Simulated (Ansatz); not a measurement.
Start from `[GeH3][NH]C1=C[SiH2]1` and change one atom or group to get `SC1=C[SiH2]1`.

Ansatz, PBE0-D4/def2-TZVP geometries, multiplicity 1. Each molecule was computed in one conformer, which needn't be the lowest.

Scalar relativity is left out up to krypton.

```json
{"property": "size of the dipole moment (PBE/def2-TZVPP) / D", "`[GeH3][NH]C1=C[SiH2]1`": "2.03"}
{"property": "HOMO–LUMO gap (PBE/def2-TZVPP) / eV", "`[GeH3][NH]C1=C[SiH2]1`": "4.59"}
{"property": "HOMO–LUMO gap (B3LYP/def2-TZVPP) / eV", "`[GeH3][NH]C1=C[SiH2]1`": "6.05"}
{"property": "zero-point energy (PBE0-D4/def2-TZVP) / kJ/mol", "`[GeH3][NH]C1=C[SiH2]1`": "204.1"}
{"property": "HOMO energy (PBE0/def2-TZVPP) / eV", "`[GeH3][NH]C1=C[SiH2]1`": "-6.40"}
{"property": "HOMO–LUMO gap (PBE0/def2-TZVPP) / eV", "`[GeH3][NH]C1=C[SiH2]1`": "6.50"}
```

(1) Give the same properties after the change, and the shifts. (An estimate is asked.)

## Answers

(1) Computed: 
```
                                      property  `SC1=C[SiH2]1`  shift
size of the dipole moment (PBE/def2-TZVPP) / D            0.59  -1.44
           HOMO–LUMO gap (PBE/def2-TZVPP) / eV            4.60   0.01
         HOMO–LUMO gap (B3LYP/def2-TZVPP) / eV            6.05   0.00
zero-point energy (PBE0-D4/def2-TZVP) / kJ/mol           124.1  -80.0
            HOMO energy (PBE0/def2-TZVPP) / eV           -6.89  -0.49
          HOMO–LUMO gap (PBE0/def2-TZVPP) / eV            6.51   0.01
```

The zero-point energy changes by -80.0 kJ/mol with -12 modes. Dipoles are sizes alone; their direction can turn.

B3LYP here is the variant with VWN-RPA as its local correlation; programs differ in this.
